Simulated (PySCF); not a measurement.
CH₇FO₂Si₂, SMILES F[Si](O)(O)C[SiH3].

The structure is a stationary point at PBE-D3(BJ)/def2-SVP. This is a generated structure with no PubChem entry under its InChIKey; it may be hypothetical. Other conformers were not sampled.

Two levels are set side by side: TDA-PBE/def2-SVPD (PySCF) and TDA-M06-2X/def2-SVPD (PySCF). Vertical, same geometry. The lowest singlet is HOMO→LUMO 99 % with PBE and HOMO→LUMO 78 % with the other functional; states are paired by order. Differences are taken from unrounded values.

```
quantity                               TDA-M06-2X  TDA-PBE  TDA-PBE minus TDA-M06-2X
-------------------------------------  ----------  -------  ------------------------
lowest singlet excitation (eV)               7.93     6.65                     -1.27
lowest triplet excitation (TDA) (eV)         7.63     6.46                     -1.17
first bright state (f over 0.05) (eV)        7.93     7.43                     -0.49
its oscillator strength                      0.10     0.07                     -0.03
```

Functionals without exact exchange tend to place singlet excitations lower, as here. Differences between two approximate levels are no errors against the true value.

Rough cost on one machine, each run with all the roots and properties that it gave: TDA-M06-2X against TDA-PBE about 9 times.
